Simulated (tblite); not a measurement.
A geometry optimisation, step by step.

Compound: C₅H₇O₂PS.
SMILES with atom numbers: `[CH3:1][S:2](=[O:3])(=[O:4])[c:5]1[cH:6][cH:7][cH:8][pH:9]1` (hydrogens: H10, H11, H12 on C1; H13 on C6; H14 on C7; H15 on C8; H16 on P9)

Computed with GFN2-xTB (tblite), gas phase: L-BFGS steps from a force-field or distance-geometry start until the largest atomic force falls under 0.01 eV/Å. 6 of its 61 geometries are shown.

Step 0: E = -762.9553 eV, largest atomic force 5.256 eV/Å
```
atom  x, y, z in Å  |  force x, y, z in eV/Å
C1     -2.478    0.428    0.360   -1.271   2.494   0.335
S2     -1.443   -0.871   -0.189   -0.923  -5.086  -0.953
O3     -1.642   -2.043    0.747    0.822   2.742  -1.312
O4     -1.808   -1.270   -1.588    0.994   1.527   2.385
C5      0.242   -0.309   -0.071   -0.712  -1.120   0.189
C6      0.903    0.320   -1.092   -2.505  -0.056  -1.808
C7      2.173    0.678   -0.829    2.910   1.376  -0.651
C8      2.642    0.372    0.417    0.296  -1.207   1.308
P9      1.307   -0.455    1.293    0.844   1.081   0.881
H10    -2.221    0.770    1.390   -0.200  -0.661  -0.711
H11    -2.353    1.334   -0.289    0.075  -0.903   0.319
H12    -3.558    0.154    0.286    1.013  -0.073   0.202
H13     0.408    0.517   -2.054    0.178  -0.097   0.627
H14     2.824    1.193   -1.571   -0.629  -0.362   0.691
H15     3.655    0.606    0.777   -0.877  -0.289  -0.025
H16     1.343   -1.417    2.402   -0.015   0.634  -1.475
```

Step 12: E = -764.4384 eV, largest atomic force 0.412 eV/Å
```
atom  x, y, z in Å  |  force x, y, z in eV/Å
C1     -2.466    0.470    0.372    0.035  -0.046  -0.086
S2     -1.446   -0.923   -0.159    0.181  -0.227  -0.028
O3     -1.605   -1.984    0.802    0.087   0.126  -0.086
O4     -1.731   -1.208   -1.542    0.011   0.076   0.214
C5      0.223   -0.320   -0.058   -0.011   0.061   0.092
C6      0.863    0.263   -1.099   -0.370   0.177  -0.040
C7      2.212    0.634   -0.797   -0.032   0.335  -0.074
C8      2.577    0.346    0.474    0.064  -0.041  -0.125
P9      1.155   -0.101    1.475   -0.131  -0.118  -0.201
H10    -2.203    0.730    1.386   -0.001  -0.003   0.094
H11    -2.298    1.283   -0.311    0.053   0.192  -0.106
H12    -3.482    0.123    0.296   -0.277   0.001   0.096
H13     0.369    0.459   -2.046    0.269  -0.253   0.136
H14     2.826    1.155   -1.524    0.014  -0.357   0.126
H15     3.570    0.491    0.854    0.060   0.174   0.186
H16     1.427   -1.407    1.864    0.050  -0.097  -0.198
```

Step 24: E = -764.5463 eV, largest atomic force 0.092 eV/Å
```
atom  x, y, z in Å  |  force x, y, z in eV/Å
C1     -2.497    0.476    0.381    0.019  -0.016  -0.012
S2     -1.445   -0.912   -0.142   -0.017   0.073   0.039
O3     -1.530   -1.963    0.836   -0.046   0.005  -0.019
O4     -1.725   -1.219   -1.517   -0.056  -0.024   0.060
C5      0.192   -0.245   -0.044    0.032  -0.023  -0.057
C6      0.862    0.269   -1.093    0.053  -0.015   0.018
C7      2.213    0.642   -0.773   -0.014  -0.009   0.022
C8      2.550    0.405    0.512   -0.018  -0.008   0.029
P9      1.131   -0.144    1.496    0.037   0.000  -0.056
H10    -2.212    0.728    1.396   -0.035   0.023  -0.060
H11    -2.307    1.290   -0.309   -0.008  -0.002   0.066
H12    -3.539    0.180    0.333    0.076  -0.050   0.011
H13     0.437    0.350   -2.078    0.015  -0.010  -0.038
H14     2.882    1.030   -1.524    0.008   0.020   0.038
H15     3.515    0.618    0.941   -0.036   0.002  -0.001
H16     1.466   -1.496    1.573   -0.010   0.033  -0.040
```

Step 36: E = -764.5569 eV, largest atomic force 0.037 eV/Å
```
atom  x, y, z in Å  |  force x, y, z in eV/Å
C1     -2.493    0.486    0.392   -0.007   0.004  -0.005
S2     -1.451   -0.902   -0.134    0.027  -0.022  -0.013
O3     -1.537   -1.937    0.861    0.022  -0.001   0.020
O4     -1.780   -1.231   -1.493   -0.011   0.003  -0.004
C5      0.201   -0.265   -0.079    0.013   0.016  -0.003
C6      0.888    0.250   -1.117    0.000  -0.006  -0.020
C7      2.227    0.642   -0.769   -0.003  -0.003  -0.003
C8      2.542    0.415    0.523   -0.016   0.000  -0.003
P9      1.118   -0.166    1.476   -0.018  -0.026   0.017
H10    -2.228    0.749    1.408    0.019  -0.008   0.003
H11    -2.330    1.308   -0.291    0.014   0.016  -0.010
H12    -3.520    0.147    0.339   -0.026   0.003   0.018
H13     0.485    0.326   -2.112    0.008   0.000  -0.018
H14     2.908    1.045   -1.500   -0.013   0.012   0.005
H15     3.492    0.656    0.969   -0.005  -0.023   0.013
H16     1.469   -1.515    1.517   -0.003   0.034   0.002
```

Step 48: E = -764.5592 eV, largest atomic force 0.039 eV/Å
```
atom  x, y, z in Å  |  force x, y, z in eV/Å
C1     -2.488    0.486    0.398    0.011  -0.006  -0.008
S2     -1.453   -0.906   -0.139    0.024  -0.012  -0.002
O3     -1.507   -1.929    0.872   -0.007  -0.008   0.028
O4     -1.809   -1.258   -1.485   -0.003   0.028   0.000
C5      0.198   -0.262   -0.106   -0.004  -0.003  -0.002
C6      0.896    0.250   -1.136    0.003   0.003   0.010
C7      2.229    0.646   -0.766   -0.009  -0.011  -0.007
C8      2.527    0.415    0.529   -0.009   0.019  -0.004
P9      1.092   -0.167    1.462   -0.038  -0.007  -0.002
H10    -2.201    0.747    1.409    0.006  -0.008  -0.012
H11    -2.327    1.309   -0.286    0.006  -0.003  -0.004
H12    -3.520    0.159    0.363    0.011  -0.005   0.011
H13     0.512    0.321   -2.140    0.005   0.016   0.006
H14     2.917    1.060   -1.485    0.005  -0.005  -0.011
H15     3.470    0.647    0.992    0.019   0.009  -0.004
H16     1.455   -1.510    1.506   -0.022  -0.009   0.001
```

Step 60: E = -764.5602 eV, largest atomic force 0.010 eV/Å
```
atom  x, y, z in Å  |  force x, y, z in eV/Å
C1     -2.476    0.484    0.401    0.002  -0.001  -0.002
S2     -1.452   -0.913   -0.141   -0.008  -0.002   0.005
O3     -1.495   -1.929    0.877    0.003  -0.002  -0.007
O4     -1.822   -1.268   -1.482    0.002   0.003  -0.001
C5      0.195   -0.263   -0.120    0.000  -0.001  -0.002
C6      0.898    0.255   -1.145    0.001   0.000  -0.003
C7      2.228    0.648   -0.765    0.007   0.002   0.002
C8      2.517    0.417    0.532    0.000   0.001   0.004
P9      1.073   -0.164    1.454    0.008   0.002  -0.003
H10    -2.173    0.746    1.407    0.000   0.004  -0.004
H11    -2.319    1.302   -0.290   -0.004   0.003  -0.001
H12    -3.509    0.160    0.382    0.003   0.000   0.007
H13     0.522    0.334   -2.151   -0.003  -0.005   0.002
H14     2.922    1.060   -1.480   -0.002   0.000   0.001
H15     3.459    0.650    0.999   -0.008  -0.001   0.000
H16     1.425   -1.510    1.509    0.000  -0.002   0.001
```

**Question.** Summarise the path.

**Answer.** The energy falls by 1.6049 eV from step 0 to step 60; nine tenths of that is first reached at step 11. It falls at every step. The largest force goes from 5.256 to 0.010 eV/Å. Among the bonds C6–C7 changes most, from 1.345 to 1.438 Å; the atoms move by 0.285 Å rms after alignment.

**Question.** Follow the three bonds and two angles with the largest change from start to end.

**Answer.** 
```json
{"step": "0", "E above end (eV)": "1.6049", "largest force (eV/Å)": "5.256", "C6–C7 (Å)": "1.345", "P9–H16 (Å)": "1.469", "S2=O3 (Å)": "1.513", "C5–P9–H16 (°)": "131.5", "C8–P9–H16 (°)": "130.6"}
{"step": "3", "E above end (eV)": "0.7503", "largest force (eV/Å)": "1.391", "C6–C7 (Å)": "1.394", "P9–H16 (Å)": "1.409", "S2=O3 (Å)": "1.446", "C5–P9–H16 (°)": "124.8", "C8–P9–H16 (°)": "128.5"}
{"step": "5", "E above end (eV)": "0.4354", "largest force (eV/Å)": "1.122", "C6–C7 (Å)": "1.411", "P9–H16 (Å)": "1.380", "S2=O3 (Å)": "1.452", "C5–P9–H16 (°)": "112.5", "C8–P9–H16 (°)": "115.7"}
{"step": "8", "E above end (eV)": "0.2617", "largest force (eV/Å)": "0.688", "C6–C7 (Å)": "1.435", "P9–H16 (Å)": "1.400", "S2=O3 (Å)": "1.434", "C5–P9–H16 (°)": "109.7", "C8–P9–H16 (°)": "109.7"}
{"step": "10", "E above end (eV)": "0.1707", "largest force (eV/Å)": "0.556", "C6–C7 (Å)": "1.430", "P9–H16 (Å)": "1.403", "S2=O3 (Å)": "1.438", "C5–P9–H16 (°)": "106.1", "C8–P9–H16 (°)": "105.8"}
{"step": "13", "E above end (eV)": "0.0946", "largest force (eV/Å)": "0.434", "C6–C7 (Å)": "1.435", "P9–H16 (Å)": "1.387", "S2=O3 (Å)": "1.440", "C5–P9–H16 (°)": "100.7", "C8–P9–H16 (°)": "101.5"}
{"step": "16", "E above end (eV)": "0.0513", "largest force (eV/Å)": "0.225", "C6–C7 (Å)": "1.437", "P9–H16 (Å)": "1.382", "S2=O3 (Å)": "1.437", "C5–P9–H16 (°)": "98.9", "C8–P9–H16 (°)": "99.0"}
{"step": "18", "E above end (eV)": "0.0391", "largest force (eV/Å)": "0.159", "C6–C7 (Å)": "1.433", "P9–H16 (Å)": "1.392", "S2=O3 (Å)": "1.437", "C5–P9–H16 (°)": "98.2", "C8–P9–H16 (°)": "98.2"}
{"step": "21", "E above end (eV)": "0.0230", "largest force (eV/Å)": "0.190", "C6–C7 (Å)": "1.436", "P9–H16 (Å)": "1.394", "S2=O3 (Å)": "1.438", "C5–P9–H16 (°)": "97.4", "C8–P9–H16 (°)": "98.1"}
{"step": "23", "E above end (eV)": "0.0156", "largest force (eV/Å)": "0.105", "C6–C7 (Å)": "1.438", "P9–H16 (Å)": "1.394", "S2=O3 (Å)": "1.438", "C5–P9–H16 (°)": "96.9", "C8–P9–H16 (°)": "97.8"}
{"step": "26", "E above end (eV)": "0.0115", "largest force (eV/Å)": "0.078", "C6–C7 (Å)": "1.435", "P9–H16 (Å)": "1.395", "S2=O3 (Å)": "1.438", "C5–P9–H16 (°)": "96.3", "C8–P9–H16 (°)": "97.6"}
{"step": "29", "E above end (eV)": "0.0077", "largest force (eV/Å)": "0.090", "C6–C7 (Å)": "1.436", "P9–H16 (Å)": "1.390", "S2=O3 (Å)": "1.438", "C5–P9–H16 (°)": "95.1", "C8–P9–H16 (°)": "96.9"}
{"step": "31", "E above end (eV)": "0.0057", "largest force (eV/Å)": "0.101", "C6–C7 (Å)": "1.438", "P9–H16 (Å)": "1.389", "S2=O3 (Å)": "1.438", "C5–P9–H16 (°)": "95.0", "C8–P9–H16 (°)": "96.7"}
{"step": "34", "E above end (eV)": "0.0038", "largest force (eV/Å)": "0.045", "C6–C7 (Å)": "1.437", "P9–H16 (Å)": "1.394", "S2=O3 (Å)": "1.438", "C5–P9–H16 (°)": "95.7", "C8–P9–H16 (°)": "97.2"}
{"step": "37", "E above end (eV)": "0.0031", "largest force (eV/Å)": "0.054", "C6–C7 (Å)": "1.438", "P9–H16 (Å)": "1.395", "S2=O3 (Å)": "1.438", "C5–P9–H16 (°)": "95.8", "C8–P9–H16 (°)": "97.4"}
{"step": "39", "E above end (eV)": "0.0025", "largest force (eV/Å)": "0.044", "C6–C7 (Å)": "1.438", "P9–H16 (Å)": "1.394", "S2=O3 (Å)": "1.438", "C5–P9–H16 (°)": "95.8", "C8–P9–H16 (°)": "97.2"}
{"step": "42", "E above end (eV)": "0.0020", "largest force (eV/Å)": "0.038", "C6–C7 (Å)": "1.437", "P9–H16 (Å)": "1.393", "S2=O3 (Å)": "1.439", "C5–P9–H16 (°)": "96.1", "C8–P9–H16 (°)": "96.9"}
{"step": "44", "E above end (eV)": "0.0017", "largest force (eV/Å)": "0.029", "C6–C7 (Å)": "1.438", "P9–H16 (Å)": "1.393", "S2=O3 (Å)": "1.439", "C5–P9–H16 (°)": "96.1", "C8–P9–H16 (°)": "96.7"}
{"step": "47", "E above end (eV)": "0.0012", "largest force (eV/Å)": "0.043", "C6–C7 (Å)": "1.438", "P9–H16 (Å)": "1.393", "S2=O3 (Å)": "1.438", "C5–P9–H16 (°)": "96.1", "C8–P9–H16 (°)": "96.8"}
{"step": "50", "E above end (eV)": "0.0007", "largest force (eV/Å)": "0.031", "C6–C7 (Å)": "1.438", "P9–H16 (Å)": "1.393", "S2=O3 (Å)": "1.439", "C5–P9–H16 (°)": "96.1", "C8–P9–H16 (°)": "97.1"}
{"step": "52", "E above end (eV)": "0.0004", "largest force (eV/Å)": "0.030", "C6–C7 (Å)": "1.438", "P9–H16 (Å)": "1.393", "S2=O3 (Å)": "1.439", "C5–P9–H16 (°)": "96.0", "C8–P9–H16 (°)": "97.3"}
{"step": "55", "E above end (eV)": "0.0001", "largest force (eV/Å)": "0.024", "C6–C7 (Å)": "1.439", "P9–H16 (Å)": "1.393", "S2=O3 (Å)": "1.439", "C5–P9–H16 (°)": "95.9", "C8–P9–H16 (°)": "97.4"}
{"step": "57", "E above end (eV)": "0.0000", "largest force (eV/Å)": "0.011", "C6–C7 (Å)": "1.438", "P9–H16 (Å)": "1.392", "S2=O3 (Å)": "1.439", "C5–P9–H16 (°)": "95.9", "C8–P9–H16 (°)": "97.4"}
{"step": "60", "E above end (eV)": "0.0000", "largest force (eV/Å)": "0.010", "C6–C7 (Å)": "1.438", "P9–H16 (Å)": "1.392", "S2=O3 (Å)": "1.439", "C5–P9–H16 (°)": "96.0", "C8–P9–H16 (°)": "97.4"}
```

The cost below is that of the whole relaxation. Hardware: one thread, Intel Xeon 6975P-C (x86_64), no GPU, shared host with 192 logical CPUs at a one-minute load of 34. Cost: 0.38 s of wall time.
